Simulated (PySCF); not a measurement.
# Computed records: Al$_{2}$BH$_{3}$N, AlB$_{2}$H$_{4}$N, AlBH$_{2}$NO, B$_{3}$ClH$_{4}$ and others

Calculation on a computer-drawn molecule: the log of a Hartree-Fock and frozen-core CCSD(T) single point meant for a local Hartree-Fock minimum, with one planted fault or none, to be diagnosed. Offsets are logged minus clean, where the clean run is the same molecule without the fault. The reference is restricted for singlets and unrestricted otherwise, and also for a bond in bohr or an excited solution. Adding or removing an electron swaps singlet and doublet. The excited solution moves the top pair (singlet) or top alpha electron (doublet) to the lowest empty orbital. Highest occupied and lowest empty are orbital energies over both spins, largest force is the largest gradient component, triples share is (T) over the correlation energy, the T1 limit is 0.02 restricted and 0.045 unrestricted, electrons count all cores, a negative frequency is imaginary (commonest isotopes), and the dipole is about the centre of nuclear charge. Program: PySCF 2.14.0.

Common to all runs: logged SCF converged yes; possible faults no fault, one electron removed, one electron added, multiplicity raised by two, geometry at a saddle point, SCF held on an excited solution, minimal basis STO-3G, one bond length entered in bohr, all coordinates scaled.

(1) 
```xyz
7
formula=Al2BH3N meant_charge=1 meant_multiplicity=1 meant_basis=cc-pV(D+d)Z logged_electrons=40 logged_basis_functions=89 logged_spin_squared=0 logged_highest_occupied=-14.549 logged_lowest_empty=-4.7075 logged_largest_force=3.774e-05 logged_lowest_frequency=83.157 logged_T1_diagnostic=0.016356 logged_D1_diagnostic=0.038545 logged_triples_share=0.033191 logged_CC_converged=yes logged_dipole_magnitude=3.8603 logged_SCF_stable_within_its_kind=yes logged_energy_HF=-564.52613 logged_energy_CCSD(T)=-564.9055 planted_fault=no_fault HF_energy_offset_from_clean_run=0 CCSD(T)_energy_offset_from_clean_run=0
B     -2.6174    -0.7314     1.6797
N     -1.7921    -0.1309     0.9428
Al    -0.4863     0.5542     0.0415
Al    -1.4982     2.3919    -1.6542
H     -3.3968    -1.2811     2.3583
H      1.0545     0.3584    -0.0071
H     -2.1583     3.4409    -2.6090
```

Units: logged_highest_occupied, logged_lowest_empty in eV; logged_largest_force in hartree/bohr; logged_lowest_frequency in cm⁻¹; logged_dipole_magnitude in debye; logged_energy_HF, logged_energy_CCSD(T) in hartree; HF_energy_offset_from_clean_run, CCSD(T)_energy_offset_from_clean_run in kcal/mol.

Drawn bonds:
```
atom  other atom  order
   1           2      2
   2           3      1
   3           4      1
   1           5      1
   3           6      1
   4           7      1
```

(2) 
```xyz
8
formula=AlB2H4N meant_charge=0 meant_multiplicity=1 meant_basis=cc-pV(D+d)Z logged_electrons=34 logged_basis_functions=28 logged_spin_squared=0 logged_highest_occupied=-7.485 logged_lowest_empty=6.9627 logged_largest_force=0.04733 logged_T1_diagnostic=0.017438 logged_D1_diagnostic=0.049879 logged_triples_share=0.027432 logged_CC_converged=yes logged_dipole_magnitude=0.58979 logged_SCF_stable_within_its_kind=yes logged_energy_HF=-343.83975 logged_energy_CCSD(T)=-344.06485 planted_fault=minimal_basis_STO-3G HF_energy_offset_from_clean_run=2661 CCSD(T)_energy_offset_from_clean_run=2791
B      0.0299     2.2761    -2.6759
N      0.9355     1.6767    -2.0630
Al     2.2301     0.8203    -1.1906
B      3.8958     0.0134    -2.2781
H     -0.8214     2.8398    -3.2535
H      2.0973     0.6858     0.3834
H      3.9025    -1.1066    -2.7236
H      4.9015     0.6424    -2.4920
```

Units: logged_highest_occupied, logged_lowest_empty in eV; logged_largest_force in hartree/bohr; logged_dipole_magnitude in debye; logged_energy_HF, logged_energy_CCSD(T) in hartree; HF_energy_offset_from_clean_run, CCSD(T)_energy_offset_from_clean_run in kcal/mol.

Drawn bonds:
```
atom  other atom  order
   1           2      2
   2           3      1
   3           4      1
   1           5      1
   3           6      1
   4           7      1
   4           8      1
```

(3) 
```xyz
6
formula=AlBH2NO meant_charge=-1 meant_multiplicity=1 meant_basis=aug-cc-pV(D+d)Z logged_electrons=36 logged_basis_functions=119 logged_spin_squared=0.5793 logged_highest_occupied=-2.87 logged_lowest_empty=2.9165 logged_largest_force=0.015608 logged_T1_diagnostic=0.067185 logged_D1_diagnostic=0.31879 logged_triples_share=0.045092 logged_CC_converged=yes logged_dipole_magnitude=7.5447 logged_SCF_stable_within_its_kind=yes logged_energy_HF=-397.08852 logged_energy_CCSD(T)=-397.67381 planted_fault=one_bond_length_entered_in_bohr,row_5_of_the_drawn_bonds HF_energy_offset_from_clean_run=57.07 CCSD(T)_energy_offset_from_clean_run=54.78
B     -2.8773     1.0727    -2.3413
N     -2.3432     0.1661    -1.6918
Al    -1.5351    -1.2039    -0.7459
O     -0.8932    -2.5557    -1.3596
H     -3.3858     1.9363    -2.9553
H     -1.6509    -0.4126     2.2055
```

Units: logged_highest_occupied, logged_lowest_empty in eV; logged_largest_force in hartree/bohr; logged_dipole_magnitude in debye; logged_energy_HF, logged_energy_CCSD(T) in hartree; HF_energy_offset_from_clean_run, CCSD(T)_energy_offset_from_clean_run in kcal/mol.

Drawn bonds:
```
atom  other atom  order
   1           2      2
   2           3      1
   3           4      1
   1           5      1
   3           6      1
```

Notes: T1 above single-reference limit.

(4) 
```xyz
7
formula=Al2BH3N meant_charge=0 meant_multiplicity=2 meant_basis=cc-pV(D+d)Z logged_electrons=40 logged_basis_functions=89 logged_spin_squared=0 logged_highest_occupied=-15.609 logged_lowest_empty=-5.396 logged_largest_force=0.05079 logged_T1_diagnostic=0.017333 logged_D1_diagnostic=0.041175 logged_triples_share=0.035183 logged_CC_converged=yes logged_dipole_magnitude=2.0148 logged_SCF_stable_within_its_kind=yes logged_energy_HF=-564.51138 logged_energy_CCSD(T)=-564.89434 planted_fault=one_electron_removed HF_energy_offset_from_clean_run=141 CCSD(T)_energy_offset_from_clean_run=148.5
B      1.5906    -1.5286    -3.4131
N      0.7439    -0.6454    -3.1618
Al    -0.4124     0.6769    -2.8778
Al    -2.4396     0.7562    -1.2198
H      2.3842    -2.3599    -3.6468
H     -3.9117     0.4692    -1.7441
H     -2.2894     1.4736     0.1900
```

Units: logged_highest_occupied, logged_lowest_empty in eV; logged_largest_force in hartree/bohr; logged_dipole_magnitude in debye; logged_energy_HF, logged_energy_CCSD(T) in hartree; HF_energy_offset_from_clean_run, CCSD(T)_energy_offset_from_clean_run in kcal/mol.

Drawn bonds:
```
atom  other atom  order
   1           2      2
   2           3      1
   3           4      1
   1           5      1
   4           6      1
   4           7      1
```

(5) 
```xyz
7
formula=Al2BH3N meant_charge=0 meant_multiplicity=2 meant_basis=cc-pV(D+d)Z logged_electrons=41 logged_basis_functions=89 logged_spin_squared=0.922 logged_highest_occupied=-4.6115 logged_lowest_empty=-1.0815 logged_largest_force=0.026698 logged_dipole_magnitude=6.4355 logged_SCF_stable_within_its_kind=no logged_energy_HF=-564.65845 planted_fault=SCF_held_on_an_excited_solution HF_energy_offset_from_clean_run=48.69
B      1.5906    -1.5286    -3.4131
N      0.7439    -0.6454    -3.1618
Al    -0.4124     0.6769    -2.8778
Al    -2.4396     0.7562    -1.2198
H      2.3842    -2.3599    -3.6468
H     -3.9117     0.4692    -1.7441
H     -2.2894     1.4736     0.1900
```

Units: logged_highest_occupied, logged_lowest_empty in eV; logged_largest_force in hartree/bohr; logged_dipole_magnitude in debye; logged_energy_HF in hartree; HF_energy_offset_from_clean_run in kcal/mol.

Drawn bonds:
```
atom  other atom  order
   1           2      2
   2           3      1
   3           4      1
   1           5      1
   4           6      1
   4           7      1
```

Notes: coupled-cluster numbers left out as unreliable.

(6) 
```xyz
7
formula=Al2BH3N meant_charge=0 meant_multiplicity=2 meant_basis=cc-pV(D+d)Z logged_electrons=41 logged_basis_functions=89 logged_spin_squared=0.7626 logged_highest_occupied=-6.0078 logged_lowest_empty=0.95357 logged_largest_force=1.691e-05 logged_lowest_frequency=-176 logged_T1_diagnostic=0.019017 logged_D1_diagnostic=0.047885 logged_triples_share=0.036211 logged_CC_converged=yes logged_dipole_magnitude=4.1834 logged_SCF_stable_within_its_kind=yes logged_energy_HF=-564.72943 logged_energy_CCSD(T)=-565.12785 planted_fault=geometry_at_a_saddle_point HF_energy_offset_from_clean_run=4.147 CCSD(T)_energy_offset_from_clean_run=1.992
B     -2.9915    -0.0761     0.0000
N     -1.7414    -0.0459     0.0000
Al     0.0150    -0.0009     0.0000
Al     2.4714     0.0630     0.0000
H     -4.1631    -0.1042     0.0000
H      3.2412    -1.3158     0.0000
H      3.1684     1.4799     0.0000
```

Units: logged_highest_occupied, logged_lowest_empty in eV; logged_largest_force in hartree/bohr; logged_lowest_frequency in cm⁻¹; logged_dipole_magnitude in debye; logged_energy_HF, logged_energy_CCSD(T) in hartree; HF_energy_offset_from_clean_run, CCSD(T)_energy_offset_from_clean_run in kcal/mol.

Drawn bonds:
```
atom  other atom  order
   1           2      2
   2           3      1
   3           4      1
   1           5      1
   4           6      1
   4           7      1
```

(7) 
```xyz
8
formula=B3ClH4 meant_charge=0 meant_multiplicity=1 meant_basis=cc-pV(D+d)Z logged_electrons=36 logged_basis_functions=85 logged_spin_squared=0 logged_highest_occupied=-10.671 logged_lowest_empty=1.1253 logged_largest_force=3.353e-05 logged_lowest_frequency=171.7 logged_T1_diagnostic=0.013423 logged_D1_diagnostic=0.042862 logged_triples_share=0.026353 logged_CC_converged=yes logged_dipole_magnitude=1.3745 logged_SCF_stable_within_its_kind=yes logged_energy_HF=-535.86266 logged_energy_CCSD(T)=-536.30404 planted_fault=no_fault HF_energy_offset_from_clean_run=0 CCSD(T)_energy_offset_from_clean_run=0
B     -3.4560     0.5527    -0.5593
B     -1.8350     0.3546    -1.0083
B     -0.6406     1.5116    -1.3294
Cl    -1.2973    -1.3540    -1.1692
H     -4.3250     0.6258    -1.3853
H     -3.7778     0.6117     0.5965
H     -0.4715     1.9385    -2.4393
H      0.0753     1.9238    -0.4574
```

Units: logged_highest_occupied, logged_lowest_empty in eV; logged_largest_force in hartree/bohr; logged_lowest_frequency in cm⁻¹; logged_dipole_magnitude in debye; logged_energy_HF, logged_energy_CCSD(T) in hartree; HF_energy_offset_from_clean_run, CCSD(T)_energy_offset_from_clean_run in kcal/mol.

Drawn bonds:
```
atom  other atom  order
   1           2      1
   2           3      1
   2           4      1
   1           5      1
   1           6      1
   3           7      1
   3           8      1
```

(8) 
```xyz
9
formula=B3H5O meant_charge=0 meant_multiplicity=1 meant_basis=cc-pVDZ logged_electrons=28 logged_basis_functions=25 logged_spin_squared=0 logged_highest_occupied=-8.4715 logged_lowest_empty=5.9815 logged_largest_force=0.044758 logged_T1_diagnostic=0.018121 logged_D1_diagnostic=0.074536 logged_triples_share=0.023486 logged_CC_converged=yes logged_dipole_magnitude=1.4625 logged_SCF_stable_within_its_kind=yes logged_energy_HF=-149.83895 logged_energy_CCSD(T)=-150.0295 planted_fault=minimal_basis_STO-3G HF_energy_offset_from_clean_run=1235 CCSD(T)_energy_offset_from_clean_run=1422
B      1.4412    -1.0174     1.8603
B      0.2575     0.1649     1.4839
B      0.6260     1.4432     0.3993
O     -1.0115     0.1741     1.9990
H      1.5765    -2.0159     1.2005
H      2.2210    -0.8722     2.7666
H      1.0953     2.4843     0.7810
H      0.4508     1.3393    -0.7875
H     -1.2101    -0.5310     2.5952
```

Units: logged_highest_occupied, logged_lowest_empty in eV; logged_largest_force in hartree/bohr; logged_dipole_magnitude in debye; logged_energy_HF, logged_energy_CCSD(T) in hartree; HF_energy_offset_from_clean_run, CCSD(T)_energy_offset_from_clean_run in kcal/mol.

Drawn bonds:
```
atom  other atom  order
   1           2      1
   2           3      1
   2           4      1
   1           5      1
   1           6      1
   3           7      1
   3           8      1
   4           9      1
```
